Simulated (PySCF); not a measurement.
Electronic absorption of C3H7ClSi

Compound: C₃H₇ClSi.
Cartesian coordinates in Å at the GFN2-xTB level; atoms count from 1:
```xyz
12
C3H7ClSi angstrom
C     -0.8896    1.3921    0.0306
C     -0.2666    0.2211   -0.0037
C     -0.9966   -1.0536    0.3001
Si     1.5686    0.0671   -0.4318
Cl     2.4984   -0.9219    1.0682
H     -1.9381    1.4764    0.2749
H     -0.3809    2.3168   -0.1837
H     -2.0409   -0.8635    0.5401
H     -0.9497   -1.7280   -0.5546
H     -0.5295   -1.5610    1.1436
H      1.7429   -0.7309   -1.6463
H      2.1830    1.3847   -0.5634
```

Level of theory: TDDFT CAM-B3LYP/def2-SVPD, vertical, gas phase, core orbitals frozen in the response (PySCF 2.14.0, density-fitted response routines).

Task: List the vertical singlet excitations with oscillator strengths and describe the spectrum.

Result: 

```tsv
state	E (eV)	E (kJ/mol)	λ (nm)	f	|μ| (D)	main configurations (H = HOMO, L = LUMO)
S1	6.70	647	185.0	0.0016	0.25	H-1→L (88%)
S2	6.94	670	178.6	0.312	3.44	H→L (92%)
S3	7.39	713	167.7	0.061	1.48	H→L+1 (83%)
S4	7.63	736	162.5	0.030	1.02	H-2→L (79%), H-2→L+2 (10%)
S5	7.75	748	160.0	0.038	1.14	H→L+2 (82%)
S6	7.91	764	156.7	0.019	0.80	H-1→L+2 (66%), H-3→L (12%)
S7	8.23	794	150.7	0.0048	0.39	H→L+4 (67%), H→L+3 (18%)
S8	8.29	800	149.6	0.0095	0.55	H-1→L+1 (83%)
```

Triplets (Tamm–Dancoff): T1 4.27 eV, H→L (80%), H→L+2 (12%); T2 6.18 eV, H-1→L (82%); T3 7.15 eV, H→L+1 (47%), H→L+2 (21%), H-2→L (11%).

The lowest singlet lies at 6.70 eV (185 nm, vacuum ultraviolet) and is very weak; its leading configuration is HOMO-1→LUMO (88%). The strongest level in the table is S2 at 6.94 eV (179 nm, f = 0.312). Löwdin shares by element: HOMO carbon 81% (atoms not listed hold the other 19%); LUMO carbon 51% or more, silicon 16%, chlorine 12% (atoms not listed hold the other 21%). The listed states span 1.59 eV, and the widest gap between neighbours is 0.45 eV (S2 to S3). Of the 8 states listed, 5 reach f = 0.01 and none stays under 0.0005. Orbital energies (eV): HOMO-3 -11.30, HOMO-2 -10.31, HOMO-1 -9.93, HOMO -9.17, LUMO 0.56, LUMO+1 1.15, LUMO+2 1.45. The window holds the lowest 8 singlets.

One conformer stands for the species.
